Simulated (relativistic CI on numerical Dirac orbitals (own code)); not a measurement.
## What each ingredient does to the levels of Cr²¹⁺

Base calculation: Dirac-Coulomb-Breit CI, KLI orbitals optimised for each configuration, model QED, unscaled Slater integrals.

CI space (outside the closed core 1s2): 2s, 2p, 3s, 3p, 3d, 4s, 4p, 4d, 4f, 5s, 5p, 5d, 5f, 5g. Levels of other configurations are missing.

Variants: (1) Breit term removed. Shifts of the energy above 2s ²S1/2, in eV, for the lowest level and the first level of each name with at least 55 % of one term (blank where a level changes its place among those of its configuration and J or its character, or is not in the variant):

```
    Level     Base   Δ(1)
 2s ²S1/2     0.00   0.00
2p ²P°1/2    44.47  -0.40
2p ²P°3/2    55.72  +0.06
 3s ²S1/2   967.27  +0.31
3p ²P°1/2   979.61  +0.19
3p ²P°3/2   982.93  +0.33
 3d ²D3/2   987.54  +0.42
 3d ²D5/2   988.59  +0.43
 4s ²S1/2  1300.08  +0.38
4p ²P°1/2  1305.17  +0.33
4p ²P°3/2  1306.56  +0.39
 4d ²D3/2  1308.48  +0.42
 4d ²D5/2  1308.92  +0.43
4f ²F°5/2  1309.02  +0.43
4f ²F°7/2  1309.24  +0.43
 5s ²S1/2  1452.78  +0.40
5p ²P°1/2  1455.35  +0.38
5p ²P°3/2  1456.07  +0.41
 5d ²D3/2  1457.04  +0.43
 5d ²D5/2  1457.27  +0.43
5f ²F°5/2  1457.32  +0.43
5f ²F°7/2  1457.43  +0.43
```

At this charge energies of transitions that change n are usually good to better than 1 %, and those within a shell (Δn = 0) to a few per cent.

Ionisation energy from the two ground configurations alone: base 1720.97 eV; Breit term removed 1721.4 eV. The NIST ASD value (theoretical) is 1721.18 eV.
